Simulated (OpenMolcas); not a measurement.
Cr2+ among 6 point charges of -1.5 e arranged as an octahedron (Oh).

```yaml
Program: OpenMolcas
Method: "SS-CASPT2, IPEA 0.25 Eh, imaginary shift 0.1 Eh (closed shells correlated: 3s 3p)"
Basis: ANO-RCC-VDZP [5s4p2d1f]
Scalar_Hamiltonian: DKH2, point nucleus
Active_space: 4 electrons in 5 orbitals (3d)
State_averaging: 2S+1 = 5 even, 5 roots; 2S+1 = 3 even, 45 roots; 2S+1 = 1 even, 50 roots
Spin-orbit_coupling: RASSI with atomic mean-field integrals over the reference wave functions
```

All point charges move together. At R = 1.85 Å the first state of the same spin is 8950 cm-1, and at R = 2.01 Å it is 6360 cm-1.

A third run gives 4020 cm-1. What distance was it run at?

With a power law R^-n the two known points give n = -ln(6360 / 8950) / ln(2.01 / 1.85) = 4.12. Then R = 1.85 × (8950 / 4020)^(1/4.12) = 2.247 Å. The run was at 2.24 Å, so the estimate is off by +0.007 Å.

Roots that are degenerate in the reference are averaged as groups; the widest CASPT2 spread within a group is 360 cm-1 (the 3-fold group of multiplicity 3 near 55600 cm-1 above the lowest state of its run, R = 1.85). Shifts and gaps below about the spread of the groups concerned are not significant. An orbital doublet at a regular site is open to a Jahn-Teller distortion, which this geometry leaves out. Free-ion shares, where given, are those of the reference states; single-state CASPT2 does not remix them. The ground term spreads over less than 5000 cm-1, several times less than with real ligands, so orbital moments are less quenched and χT lies further from the spin-only value than at real sites (holds for R = 2.24). This is an electrostatic model: the charges have no orbitals. No measured value stands beside these numbers.
